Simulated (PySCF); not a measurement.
**Working with the constants of YCl**

RHF-CCSD(T) constants of YCl, ¹Σ⁺ (singlet), closed shell (basis Y def2-TZVPP with ECP28, Cl def2-TZVPP; scalar-relativistic core potentials; PySCF 2.14; masses 88.9058 and 34.9689 u):

| Quantity | Value |
| --- | --- |
| ωe | 373.8 cm⁻¹ |
| ωexe | 1.1 cm⁻¹ |
| Be | 0.11557 cm⁻¹ |
| αe | 0.000473 cm⁻¹ |
| D (centrifugal) | 4.42e-08 cm⁻¹ |
| De to Y (4d1 5s2) + Cl | 5.35 eV |

Task: Give the vibrational terms G(v) and spacings up to v = 6.

Result: G(v) = ωe(v+½) − ωexe(v+½)².

| v | G(v) (cm⁻¹) | G(v) − G(v−1) | Bv (cm⁻¹) |
| --- | --- | --- | --- |
| 0 | 186.6 |  | 0.1153 |
| 1 | 558.2 | 371.6 | 0.1149 |
| 2 | 927.6 | 369.4 | 0.1144 |
| 3 | 1294.8 | 367.2 | 0.1139 |
| 4 | 1659.8 | 365.0 | 0.1134 |
| 5 | 2022.6 | 362.8 | 0.1130 |
| 6 | 2383.2 | 360.6 | 0.1125 |

Task: How well does the Morse estimate ωe²/(4ωexe) reproduce De, and what is D0?

Result: It gives 3.94 eV, 74 % of the computed De. D0 = De − G(0) = 5.35 − 0.02 = 5.33 eV.

Correlated steps freeze 5 core orbitals. Spin–orbit coupling is left out, which matters for elements this heavy, above all for dissociation energies. Where the molecule has an RHF reference, its open-shell atoms are computed with UHF.
